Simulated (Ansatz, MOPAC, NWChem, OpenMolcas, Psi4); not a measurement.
**A ladder of methods for CH6GeSi (SMILES [CH2]1[SiH2][GeH2]1)**

CH6GeSi, singlet, SMILES `[CH2]1[SiH2][GeH2]1`. Each level relaxes the structure for itself.

Quantity: the zero-point energy at each level's own minimum, in kJ/mol. The values are calculated.

```csv
level,kind,program,value (kJ/mol)
PM3,semi-empirical,MOPAC,141.6
PM6,semi-empirical,MOPAC,144.6
PM7,semi-empirical,MOPAC,146.4
PM7-,semi-empirical,MOPAC,146.4
HF/3-21G,Hartree–Fock,NWChem,160.3
HF/6-31G* (spherical functions),Hartree–Fock,NWChem,162.0
HF/6-31G* (Cartesian functions),Hartree–Fock,OpenMolcas,162.2
PBE0-D4/def2-TZVP,global hybrid,Ansatz,151.5
B3LYP-D3(BJ)/def2-SVP (density fitting),global hybrid,Psi4,150.3
```

All-electron rows without a relativistic Hamiltonian named are non-relativistic. Harmonic and unscaled. The values span 141.6 to 162.2 kJ/mol.
